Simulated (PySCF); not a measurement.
**Nickel: highly charged ions in a basis for the neutral atom**

Ni²⁰⁺ [He] 2s2 2p4, Ni²¹⁺ [He] 2s2 2p3. Calculation: PySCF 2.14, in def2-SVP; no relativity, point nucleus. No spin-orbit coupling, so a gap to NIST mixes the basis error with missing relativistic terms.

Changed run: basis of the neutral atom used for a highly charged ion. This setting is unsound on purpose.

```csv
species,method,sound run (hartree),changed run (hartree),converged
Ni²⁰⁺,UHF,not run,-1220.56264,yes
Ni²⁰⁺,MN15,not run,-1220.73578,yes
Ni²⁰⁺,r2SCAN,not run,-1220.82303,yes
Ni²¹⁺,UHF,not run,-1156.14924,yes
Ni²¹⁺,MN15,not run,-1156.26872,yes
Ni²¹⁺,r2SCAN,not run,-1156.31016,yes
```

Ionisation energy of Ni²⁰⁺:

```json
{"method": "UHF", "changed run (eV)": "1752.8", "NIST (eV)": "1758 ± 4"}
{"method": "MN15", "changed run (eV)": "1754.2", "NIST (eV)": "1758 ± 4"}
{"method": "r2SCAN", "changed run (eV)": "1755.5", "NIST (eV)": "1758 ± 4"}
```

The contracted functions were made for the neutral atom and can be too rigid for a highly charged ion.
